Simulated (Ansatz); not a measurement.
Potential energy curve for HF (cation, charge +1), doublet.

- ROHF/aug-cc-pVDZ (Ansatz, a program for electronic structure)
- ROMP2 = MP2 on ROHF/aug-cc-pVDZ, frozen core run with Ansatz
- ROCCSD = CCSD on ROHF/aug-cc-pVDZ, frozen core run with Ansatz
- ROCCSD(T) = Ansatz with CCSD(T) on ROHF/aug-cc-pVDZ, frozen core
- UHF/aug-cc-pVDZ (Ansatz)
- UMP2 = MP2 on UHF/aug-cc-pVDZ, frozen core run with Ansatz
- UCCSD = CCSD on UHF/aug-cc-pVDZ, frozen core run with Ansatz
- UCCSD(T) = Ansatz with CCSD(T) on UHF/aug-cc-pVDZ, frozen core
- ROCCSDT = CCSDT on ROHF/aug-cc-pVDZ, frozen core (Ansatz)
- UCCSDT = CCSDT on UHF/aug-cc-pVDZ, frozen core run with Ansatz
- UCCSDT(Q) = CCSDT(Q) on UHF/aug-cc-pVDZ, frozen core (Ansatz)
- UKS-PBE = unrestricted PBE/aug-cc-pVDZ (Ansatz)
- UKS-PBE0 = unrestricted PBE0/aug-cc-pVDZ (Ansatz)
- FCI = full CI/aug-cc-pVDZ, frozen core run with Ansatz

All curves are set to zero at 1.01 Å and compared with full CI in the same basis at 1.01, 1.05, 1.09, 1.11, 1.18, 1.25, 1.37, 1.51, 1.66, 1.85, 1.99, 2.19, 2.52, 2.75, 3.06, 3.50, 4.00 Å.

Which method stays most parallel to full CI over these points, and which least?

UCCSDT(Q) has the smallest spread and UKS-PBE the largest. In order (kcal/mol): UCCSDT(Q) 0.02, UCCSDT 0.03, ROCCSDT 0.04, ROCCSD(T) 0.09, UCCSD(T) 0.11, UCCSD 0.90, ROCCSD 0.91, UMP2 1.67, ROMP2 1.79, UKS-PBE0 4.82, UHF 7.37, ROHF 7.96, UKS-PBE 16.51.

Errors against full CI at some of the points (kcal/mol):

```
method     1.25 Å  1.51 Å  1.99 Å  2.52 Å  4.00 Å
---------  ------  ------  ------  ------  ------
UCCSDT(Q)     0.0     0.0     0.0     0.0     0.0
UCCSDT        0.0     0.0     0.0     0.0     0.0
ROCCSDT       0.0     0.0     0.0     0.0     0.0
ROCCSD(T)     0.0     0.1     0.1     0.0     0.0
UCCSD(T)      0.1     0.1     0.1     0.0     0.0
UCCSD         0.4     0.7     0.6     0.1    -0.1
ROCCSD        0.4     0.7     0.6     0.1    -0.1
UMP2          0.4     0.5    -0.2    -0.9    -1.2
ROMP2         0.4     0.6     0.0    -0.8    -1.2
UKS-PBE0     -0.3    -1.1    -3.3    -4.0    -4.8
UHF           3.6     4.5     1.6    -1.5    -2.9
ROHF          3.8     4.7     1.6    -1.7    -3.2
UKS-PBE      -2.5    -4.9    -8.5   -11.2   -16.5
```

The unrestricted determinant behind UKS-PBE is spin-contaminated at 2.19 to 4.00 Å (<S²> up to 1.1, against 0.75 for a pure doublet). The unrestricted determinant behind UKS-PBE0 is spin-contaminated at 2.52 to 4.00 Å (<S²> up to 1.0, against 0.75 for a pure doublet).
